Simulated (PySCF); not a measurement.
## Correlation energy of Mo⁺ (molybdenum, charge +1)

Starting occupation: [Kr] 4d5, 4d3/2 with m_j = -3/2, -1/2, +1/2, +3/2, 4d5/2 with m_j = +5/2. Calculation: PySCF 2.14, in x2c-SVPall-2c with one added diffuse shell each of s, p, d type (7s9p7d1f, 76 functions); X2C-1e with screened-nucleus spin-orbit coupling, Gaussian nucleus. Frozen: [Ar] 3d10; 13 electrons correlated; the 6 highest virtual spinors left out.

MP2 pair energies summed by pair of shells (mhartree):

```tsv
pair	energy	share (%)
4d-4p	-106.13	43.7
4p-4p	-63.68	26.2
4d-4d	-46.88	19.3
4p-4s	-16.18	6.7
4d-4s	-7.01	2.9
4s-4s	-3.18	1.3
```

Total MP2 correlation energy: -243.05 mhartree.

The GHF reference relaxed away from the jj start to a determinant that is no pure jj level (⟨S²⟩ = 8.75, ⟨J²⟩ = 8.75); the energies belong to that determinant.

This basis was not built for core-valence correlation, so the inner-shell part is incomplete.
